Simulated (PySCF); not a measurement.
A structure optimised at PBE0-D3(BJ)/def2-SVP, used in a PySCF frequency run:

```
O
C 1 1.4049
H 2 1.1091 1 110.73
H 2 1.1098 3 106.55 1 -119.32
C 1 1.4137 2 114.26 3 -53.80
H 5 1.1032 1 108.35 2 -143.73
H 5 1.1067 6 106.41 1 -120.78
C 2 1.5081 3 110.41 4 -120.15
H 8 1.0998 2 110.61 3 59.87
H 8 1.0999 9 108.55 2 -121.25
H 8 1.0999 9 108.52 10 -117.26
Si 5 1.8877 6 110.59 7 -122.88
F 12 1.6314 5 110.29 6 69.72
H 12 1.4883 13 107.98 5 120.28
H 12 1.4900 14 110.29 13 -117.87
```

Write its SMILES and formula.

CCOC[SiH2]F, C3H9FOSi

What are its rotational constants (standard atomic weights)?

8.6420, 1.0982, 1.0612 GHz
